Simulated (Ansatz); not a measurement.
Harmonic vibrations of the cluster Li6Al2 by finite differences.

```yaml
crystal:
  periodic: [false, false, false]
  atoms:
    - {symbol: Al, position_ang: [0.785029, 1.205846, -0.184944]}
    - {symbol: Al, position_ang: [-0.195046, -1.220814, -0.755231]}
    - {symbol: Li, position_ang: [0.355273, 2.850685, 1.903327]}
    - {symbol: Li, position_ang: [2.351837, -0.676246, -1.174060]}
    - {symbol: Li, position_ang: [-1.924110, -2.800395, 0.569293]}
    - {symbol: Li, position_ang: [-1.790253, 0.614200, 0.464343]}
    - {symbol: Li, position_ang: [0.076042, 0.593639, -2.653031]}
    - {symbol: Li, position_ang: [0.341228, -0.566915, 1.830323]}
basis:
  gaussian: {orbitals: def2-SVP}
hamiltonian: {xc: pbe, dispersion: d4}
scf: {omitted_lower_state_checks: [starts]}
phonons: {temperatures: {t_min: 298.15, t_max: 900, t_step: 200}}
```

```sh
$ ansatz run in.yaml --threads 4 --pin off --events-out ev --progress --plain --max-ram 3916MiB
```

It prints (some lines left out):

```
Functional definition: PBE
mean field -14405.79709429 eV, -529.4032786154 hartree, gradient 6.3e-5 eV, S^2 0.000000; 0 other end points of the search recorded, 0 dependent functions left out
mean field -14405.79709017 eV, -529.4032784637 hartree, gradient 1.5e-6 eV, S^2 0.000000; 0 other end points of the search recorded, 0 dependent functions left out
mean field -14405.79708074 eV, -529.4032781174 hartree, gradient 1.6e-6 eV, S^2 0.000000; 0 other end points of the search recorded, 0 dependent functions left out
mean field -14405.79711120 eV, -529.4032792366 hartree, gradient 2.6e-6 eV, S^2 0.000000; 0 other end points of the search recorded, 0 dependent functions left out
mean field -14405.79705131 eV, -529.4032770356 hartree, gradient 2.2e-6 eV, S^2 0.000000; 0 other end points of the search recorded, 0 dependent functions left out
mean field -14405.79710569 eV, -529.4032790343 hartree, gradient 1.8e-6 eV, S^2 0.000000; 0 other end points of the search recorded, 0 dependent functions left out
mean field -14405.79705639 eV, -529.4032772223 hartree, gradient 1.8e-6 eV, S^2 0.000000; 0 other end points of the search recorded, 0 dependent functions left out
mean field -14405.79705550 eV, -529.4032771895 hartree, gradient 1.8e-6 eV, S^2 0.000000; 0 other end points of the search recorded, 0 dependent functions left out
mean field -14405.79711104 eV, -529.4032792308 hartree, gradient 1.9e-6 eV, S^2 0.000000; 0 other end points of the search recorded, 0 dependent functions left out
mean field -14405.79705073 eV, -529.4032770143 hartree, gradient 2.2e-6 eV, S^2 0.000000; 0 other end points of the search recorded, 0 dependent functions left out
mean field -14405.79711222 eV, -529.4032792741 hartree, gradient 2.5e-6 eV, S^2 0.000000; 0 other end points of the search recorded, 0 dependent functions left out
mean field -14405.79708986 eV, -529.4032784523 hartree, gradient 1.4e-6 eV, S^2 0.000000; 0 other end points of the search recorded, 0 dependent functions left out
mean field -14405.79707631 eV, -529.4032779544 hartree, gradient 2.6e-6 eV, S^2 0.000000; 0 other end points of the search recorded, 0 dependent functions left out
mean field -14405.79709429 eV, -529.4032786151 hartree, gradient 1.6e-6 eV, S^2 0.000000; 0 other end points of the search recorded, 0 dependent functions left out
mean field -14405.79709317 eV, -529.4032785741 hartree, gradient 2.2e-6 eV, S^2 0.000000; 0 other end points of the search recorded, 0 dependent functions left out
mean field -14405.79709099 eV, -529.4032784937 hartree, gradient 1.2e-6 eV, S^2 0.000000; 0 other end points of the search recorded, 0 dependent functions left out
mean field -14405.79709049 eV, -529.4032784755 hartree, gradient 2.7e-6 eV, S^2 0.000000; 0 other end points of the search recorded, 0 dependent functions left out
mean field -14405.79708971 eV, -529.4032784469 hartree, gradient 1.3e-6 eV, S^2 0.000000; 0 other end points of the search recorded, 0 dependent functions left out
mean field -14405.79709188 eV, -529.4032785266 hartree, gradient 1.2e-6 eV, S^2 0.000000; 0 other end points of the search recorded, 0 dependent functions left out
mean field -14405.79709999 eV, -529.4032788247 hartree, gradient 1.6e-6 eV, S^2 0.000000; 0 other end points of the search recorded, 0 dependent functions left out
mean field -14405.79707197 eV, -529.4032777951 hartree, gradient 1.8e-6 eV, S^2 0.000000; 0 other end points of the search recorded, 0 dependent functions left out
mean field -14405.79709478 eV, -529.4032786332 hartree, gradient 2.8e-6 eV, S^2 0.000000; 0 other end points of the search recorded, 0 dependent functions left out
mean field -14405.79708703 eV, -529.4032783483 hartree, gradient 2.4e-6 eV, S^2 0.000000; 0 other end points of the search recorded, 0 dependent functions left out
mean field -14405.79708444 eV, -529.4032782531 hartree, gradient 1.7e-6 eV, S^2 0.000000; 0 other end points of the search recorded, 0 dependent functions left out
mean field -14405.79709958 eV, -529.4032788094 hartree, gradient 2.4e-6 eV, S^2 0.000000; 0 other end points of the search recorded, 0 dependent functions left out
mean field -14405.79708732 eV, -529.4032783591 hartree, gradient 9.3e-7 eV, S^2 0.000000; 0 other end points of the search recorded, 0 dependent functions left out
mean field -14405.79709574 eV, -529.4032786683 hartree, gradient 1.0e-6 eV, S^2 0.000000; 0 other end points of the search recorded, 0 dependent functions left out
mean field -14405.79708648 eV, -529.4032783282 hartree, gradient 2.8e-6 eV, S^2 0.000000; 0 other end points of the search recorded, 0 dependent functions left out
mean field -14405.79709530 eV, -529.4032786525 hartree, gradient 1.2e-6 eV, S^2 0.000000; 0 other end points of the search recorded, 0 dependent functions left out
mean field -14405.79709645 eV, -529.4032786947 hartree, gradient 9.9e-7 eV, S^2 0.000000; 0 other end points of the search recorded, 0 dependent functions left out
mean field -14405.79708918 eV, -529.4032784275 hartree, gradient 2.8e-6 eV, S^2 0.000000; 0 other end points of the search recorded, 0 dependent functions left out
mean field -14405.79708785 eV, -529.4032783786 hartree, gradient 2.3e-6 eV, S^2 0.000000; 0 other end points of the search recorded, 0 dependent functions left out
mean field -14405.79708555 eV, -529.4032782940 hartree, gradient 2.1e-6 eV, S^2 0.000000; 0 other end points of the search recorded, 0 dependent functions left out
mean field -14405.79709535 eV, -529.4032786540 hartree, gradient 2.2e-6 eV, S^2 0.000000; 0 other end points of the search recorded, 0 dependent functions left out
mean field -14405.79708734 eV, -529.4032783597 hartree, gradient 2.1e-6 eV, S^2 0.000000; 0 other end points of the search recorded, 0 dependent functions left out
mean field -14405.79707539 eV, -529.4032779205 hartree, gradient 2.8e-6 eV, S^2 0.000000; 0 other end points of the search recorded, 0 dependent functions left out
mean field -14405.79710753 eV, -529.4032791017 hartree, gradient 1.1e-6 eV, S^2 0.000000; 0 other end points of the search recorded, 0 dependent functions left out
mean field -14405.79709347 eV, -529.4032785849 hartree, gradient 2.2e-6 eV, S^2 0.000000; 0 other end points of the search recorded, 0 dependent functions left out
mean field -14405.79709145 eV, -529.4032785109 hartree, gradient 1.6e-6 eV, S^2 0.000000; 0 other end points of the search recorded, 0 dependent functions left out
mean field -14405.79709204 eV, -529.4032785326 hartree, gradient 2.4e-6 eV, S^2 0.000000; 0 other end points of the search recorded, 0 dependent functions left out
mean field -14405.79708999 eV, -529.4032784573 hartree, gradient 2.6e-6 eV, S^2 0.000000; 0 other end points of the search recorded, 0 dependent functions left out
mean field -14405.79707998 eV, -529.4032780891 hartree, gradient 1.8e-6 eV, S^2 0.000000; 0 other end points of the search recorded, 0 dependent functions left out
mean field -14405.79709089 eV, -529.4032784902 hartree, gradient 1.3e-6 eV, S^2 0.000000; 0 other end points of the search recorded, 0 dependent functions left out
mean field -14405.79710231 eV, -529.4032789100 hartree, gradient 1.1e-6 eV, S^2 0.000000; 0 other end points of the search recorded, 0 dependent functions left out
mean field -14405.79708123 eV, -529.4032781352 hartree, gradient 9.6e-7 eV, S^2 0.000000; 0 other end points of the search recorded, 0 dependent functions left out
mean field -14405.79708750 eV, -529.4032783657 hartree, gradient 2.1e-6 eV, S^2 0.000000; 0 other end points of the search recorded, 0 dependent functions left out
mean field -14405.79709538 eV, -529.4032786554 hartree, gradient 2.2e-6 eV, S^2 0.000000; 0 other end points of the search recorded, 0 dependent functions left out
mean field -14405.79708142 eV, -529.4032781421 hartree, gradient 1.9e-6 eV, S^2 0.000000; 0 other end points of the search recorded, 0 dependent functions left out
mean field -14405.79709117 eV, -529.4032785007 hartree, gradient 2.2e-6 eV, S^2 0.000000; 0 other end points of the search recorded, 0 dependent functions left out
Total energy: -14405.95601041 eV, -529.4091186749 hartree
Atom 0 at     0.785029     1.205846    -0.184944 Å, force    -0.001433     0.006812     0.010546 eV/Å
Atom 1 at    -0.195046    -1.220814    -0.755231 Å, force    -0.010222    -0.007057     0.005837 eV/Å
Atom 2 at     0.355273     2.850685     1.903327 Å, force     0.000171    -0.006603    -0.006121 eV/Å
Atom 3 at     2.351837    -0.676246    -1.174060 Å, force     0.000416     0.003052    -0.000486 eV/Å
Atom 4 at    -1.924110    -2.800395     0.569293 Å, force     0.003610     0.004763    -0.001113 eV/Å
Atom 5 at    -1.790253     0.614200     0.464343 Å, force     0.002879     0.000938    -0.007732 eV/Å
Atom 6 at     0.076042     0.593639    -2.653031 Å, force     0.000243    -0.000918     0.003731 eV/Å
Atom 7 at     0.341228    -0.566915     1.830323 Å, force     0.004336    -0.000986    -0.004662 eV/Å
Dipole moment:    -0.234782     0.004672     0.373398 e Å
Vibrations: 68.34 88.26 89.53 99.87 121.51 171.76 189.57 199.64 212.72 240.26 257.23 264.08 292.42 321.30 325.84 351.38 368.51 402.24 cm⁻¹, zero-point energy 0.251964 eV
Checks for a lower state left out: starts
```

It took 21 s on 4 threads of Intel Xeon 6975P-C on a shared host.

The restricted singlet is unstable towards broken spin symmetry at other levels; at PBE-D4/def2-SVP this wasn't settled. The structure comes from a short search, and lower isomers may exist.
